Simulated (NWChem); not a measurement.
Molecule: BH2F; SMILES BF

All runs: NWChem. Medium grid unless said otherwise, to which SCAN and Minnesota functionals are sensitive. All runs use the structure optimised with B3LYP/6-31G* (spherical d). Hybrids' shares of exact exchange are those that their runs print; pure functionals count as 0. The functionals differ in more than this share.

```csv
row,share of exact exchange,highest occupied level (eV)
PBE/def2-SVP,0.00,-7.62
RPBE/def2-SVP,0.00,-7.62
B3LYP/def2-SVP,0.20,withheld
MN15/def2-SVP,0.44,-9.95
BHandHLYP/def2-SVP,0.50,-10.84
M05-2X/def2-SVP,0.56,-10.85
```

Q: Fit a straight line of the last column on the one before it, predict the withheld value, and compare with the run.

A: 
1. Means of the 5 shown rows: x = 0.300, y = -9.376. Slope Σ(x − x̄)(y − ȳ)/Σ(x − x̄)² = -1.810/0.3072 = -5.892; intercept -7.608.
2. The shown rows scatter about the line by 0.172 (root mean square); the largest residual is -0.29, at BHandHLYP/def2-SVP.
3. At x = 0.20 (B3LYP/def2-SVP; inside the shown range) the line gives -8.79.
4. The run gives -9.03, -0.24 from the line, 1.4 times the scatter.
